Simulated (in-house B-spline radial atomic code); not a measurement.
Sn¹⁷⁺. Computed with a B-spline radial atomic code. Model: all-electron spherical atom, spin shells full or empty, radial basis limit, no spin-orbit coupling: exact exchange with a local potential (Slater, KLI or optimised effective potential, whose far tail is KLI's), no correlation.

Exchange potential has not reached -1/r at the last radius.

The run also made RPA and GW results, which its time includes.

The Slater potential averages the orbital exchange potentials with the orbital densities as weights, KLI adds orbital constants, and the optimised effective potential minimises the exact-exchange energy among local potentials. So their energies lie above Hartree-Fock in the order OEP, KLI, Slater. All fall off as −1/r, unlike LDA and GGA exchange.

Command:
```bash
python run_gw.py task.json out
```
Settings (lengths in bohr, energies in hartree):
```
Z                      50
electrons              33
configuration          [Ar] 3d10 4s2 4p3
hamiltonian            nr
method                 kli
lmax                   9
spin_polarised         True
box_radius             4.58
intervals              67
```

Run time, properties included: 7.6 s on 1 thread of Arm Neoverse N1, on a shared host.

Given: hamiltonian non-relativistic; mean-field start exchange-only KLI.

Computed: energy above Hartree-Fock 13.997 millihartree; virial ratio -E/T less 1 0.000205.

```json
{"radius (bohr)": "0.001", "r times exchange potential up (hartree bohr)": "-0.039919", "r times exchange potential down (hartree bohr)": "-0.039678"}
{"radius (bohr)": "0.00122", "r times exchange potential up (hartree bohr)": "-0.048651", "r times exchange potential down (hartree bohr)": "-0.048357"}
{"radius (bohr)": "0.0015", "r times exchange potential up (hartree bohr)": "-0.059723", "r times exchange potential down (hartree bohr)": "-0.059362"}
{"radius (bohr)": "0.00183", "r times exchange potential up (hartree bohr)": "-0.072705", "r times exchange potential down (hartree bohr)": "-0.072264"}
{"radius (bohr)": "0.00225", "r times exchange potential up (hartree bohr)": "-0.08909", "r times exchange potential down (hartree bohr)": "-0.088548"}
{"radius (bohr)": "0.00275", "r times exchange potential up (hartree bohr)": "-0.10838", "r times exchange potential down (hartree bohr)": "-0.10772"}
{"radius (bohr)": "0.00336", "r times exchange potential up (hartree bohr)": "-0.13152", "r times exchange potential down (hartree bohr)": "-0.13071"}
{"radius (bohr)": "0.00412", "r times exchange potential up (hartree bohr)": "?", "r times exchange potential down (hartree bohr)": "?"}
{"radius (bohr)": "0.00504", "r times exchange potential up (hartree bohr)": "-0.19263", "r times exchange potential down (hartree bohr)": "-0.19141"}
{"radius (bohr)": "0.00617", "r times exchange potential up (hartree bohr)": "-0.23122", "r times exchange potential down (hartree bohr)": "-0.22971"}
{"radius (bohr)": "0.00756", "r times exchange potential up (hartree bohr)": "-0.27556", "r times exchange potential down (hartree bohr)": "-0.2737"}
{"radius (bohr)": "0.00925", "r times exchange potential up (hartree bohr)": "?", "r times exchange potential down (hartree bohr)": "?"}
{"radius (bohr)": "0.0113", "r times exchange potential up (hartree bohr)": "-0.37661", "r times exchange potential down (hartree bohr)": "-0.37375"}
{"radius (bohr)": "0.0139", "r times exchange potential up (hartree bohr)": "-0.43109", "r times exchange potential down (hartree bohr)": "-0.42749"}
{"radius (bohr)": "0.017", "r times exchange potential up (hartree bohr)": "-0.4803", "r times exchange potential down (hartree bohr)": "-0.47572"}
{"radius (bohr)": "0.0208", "r times exchange potential up (hartree bohr)": "-0.52019", "r times exchange potential down (hartree bohr)": "-0.51427"}
{"radius (bohr)": "0.0254", "r times exchange potential up (hartree bohr)": "-0.54478", "r times exchange potential down (hartree bohr)": "-0.53691"}
{"radius (bohr)": "0.0311", "r times exchange potential up (hartree bohr)": "-0.55298", "r times exchange potential down (hartree bohr)": "-0.54198"}
{"radius (bohr)": "0.0381", "r times exchange potential up (hartree bohr)": "-0.55659", "r times exchange potential down (hartree bohr)": "-0.54076"}
{"radius (bohr)": "0.0466", "r times exchange potential up (hartree bohr)": "-0.58868", "r times exchange potential down (hartree bohr)": "-0.56702"}
{"radius (bohr)": "0.0571", "r times exchange potential up (hartree bohr)": "-0.67678", "r times exchange potential down (hartree bohr)": "-0.65073"}
{"radius (bohr)": "0.0699", "r times exchange potential up (hartree bohr)": "-0.80037", "r times exchange potential down (hartree bohr)": "-0.77243"}
{"radius (bohr)": "0.0855", "r times exchange potential up (hartree bohr)": "-0.91503", "r times exchange potential down (hartree bohr)": "-0.88687"}
{"radius (bohr)": "0.105", "r times exchange potential up (hartree bohr)": "-0.98435", "r times exchange potential down (hartree bohr)": "-0.95737"}
{"radius (bohr)": "0.128", "r times exchange potential up (hartree bohr)": "-0.98764", "r times exchange potential down (hartree bohr)": "-0.96197"}
{"radius (bohr)": "0.157", "r times exchange potential up (hartree bohr)": "-0.97064", "r times exchange potential down (hartree bohr)": "-0.93791"}
{"radius (bohr)": "0.192", "r times exchange potential up (hartree bohr)": "-1.07", "r times exchange potential down (hartree bohr)": "-1.0116"}
{"radius (bohr)": "0.235", "r times exchange potential up (hartree bohr)": "-1.2888", "r times exchange potential down (hartree bohr)": "-1.208"}
{"radius (bohr)": "0.288", "r times exchange potential up (hartree bohr)": "-1.4661", "r times exchange potential down (hartree bohr)": "-1.3816"}
{"radius (bohr)": "0.352", "r times exchange potential up (hartree bohr)": "-1.4921", "r times exchange potential down (hartree bohr)": "-1.422"}
{"radius (bohr)": "0.431", "r times exchange potential up (hartree bohr)": "-1.3392", "r times exchange potential down (hartree bohr)": "-1.2969"}
{"radius (bohr)": "0.528", "r times exchange potential up (hartree bohr)": "-1.1494", "r times exchange potential down (hartree bohr)": "-1.0493"}
{"radius (bohr)": "0.646", "r times exchange potential up (hartree bohr)": "-1.2465", "r times exchange potential down (hartree bohr)": "-0.86845"}
{"radius (bohr)": "0.791", "r times exchange potential up (hartree bohr)": "-1.4043", "r times exchange potential down (hartree bohr)": "-0.90411"}
{"radius (bohr)": "0.968", "r times exchange potential up (hartree bohr)": "-1.4293", "r times exchange potential down (hartree bohr)": "-0.97098"}
{"radius (bohr)": "1.19", "r times exchange potential up (hartree bohr)": "-1.3521", "r times exchange potential down (hartree bohr)": "-0.99583"}
{"radius (bohr)": "1.45", "r times exchange potential up (hartree bohr)": "-1.2508", "r times exchange potential down (hartree bohr)": "-1.0001"}
```

Question: What belongs in the row 0.00412?

Answer: r times exchange potential up (hartree bohr): -0.15968; r times exchange potential down (hartree bohr): -0.15868.

Question: What belongs in the row 0.00925?

Answer: r times exchange potential up (hartree bohr): -0.32457; r times exchange potential down (hartree bohr): -0.32227.

```tsv
occupied	level (hartree)	Hartree-Fock level (hartree)
1s up	-1044.6	-1057.7
1s down	-1044.3	-1057.6
2s up	-168.57	-173.22
2s down	?	?
2p up	-158.84	-162.79
2p down	?	?
3s up	-45.424	-47.138
3s down	-45.187	-47.024
3p up	-41.42	-42.778
3p down	-41.17	-42.614
3d up	-34.041	-34.776
3d down	-33.786	-34.693
4s up	-18.738	-19.068
4s down	-18.254	-18.259
4p up	-17.242	-17.249
```

Question: What belongs in the row 2s down?

Answer: level (hartree): -168.3; Hartree-Fock level (hartree): -173.17.

Question: What belongs in the row 2p down?

Answer: level (hartree): -158.54; Hartree-Fock level (hartree): -162.69.

| empty | level (hartree) |
| --- | --- |
| 4p down | -16.763 |
| 4d up | -14.643 |
| 4d down | ? |
| 4f up | -11.726 |
| 4f down | -11.309 |
| 5s up | ? |
| 5s down | -10.087 |
| 5p up | -9.6458 |
| 5p down | -9.4355 |

Question: What belongs in the row 4d down?

Answer: level (hartree): -14.185.

Question: What belongs in the row 5s up?

Answer: level (hartree): -10.309.

The highest level, 4p up, differs from Hartree-Fock by +0.18 eV and the deepest, 1s up, by +355 eV: a local potential can match the highest level but can't give each shell its own exchange.
